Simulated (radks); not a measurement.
Results of a calculation; reference values are marked as such.
Spin polarisation of the 4d2 shell in Nb3+. Start: [Kr] 4d(up 1, down 1); electrons of 4d are moved from spin down to spin up, other shells keep equal spins. Level of theory: non-relativistic Kohn-Sham, PBE, spin-polarised, spherical densities, point nucleus (a radial shooting solver on a logarithmic mesh with Libxc functionals).

moment (Bohr magnetons) = 0: E - E(0) (eV) 0.000; e(4d up) (eV) -31.000; e(4d down) (eV) -31.000; 4p down minus up (eV) 0.000; 4s down minus up (eV) 0.000
moment (Bohr magnetons) = 0.5: E - E(0) (eV) -0.053; e(4d up) (eV) -31.204; e(4d down) (eV) -30.782; 4p down minus up (eV) 0.395; 4s down minus up (eV) 0.364
moment (Bohr magnetons) = 1: E - E(0) (eV) -0.211; e(4d up) (eV) -31.395; e(4d down) (eV) -30.549; 4p down minus up (eV) 0.792; 4s down minus up (eV) 0.728
moment (Bohr magnetons) = 1.5: E - E(0) (eV) -0.476; e(4d up) (eV) -31.573; e(4d down) (eV) -30.299; 4p down minus up (eV) 1.190; 4s down minus up (eV) 1.094
moment (Bohr magnetons) = 2: E - E(0) (eV) -0.850; e(4d up) (eV) -31.741; e(4d down) (eV) -30.020; 4p down minus up (eV) 1.592; 4s down minus up (eV) 1.464

At moment 2 the spin-polarisation energy is -0.850 eV and the 4d exchange splitting 1.721 eV, that is 0.860 eV per Bohr magneton; E = -I m^2/4 would give I = 0.850 eV.
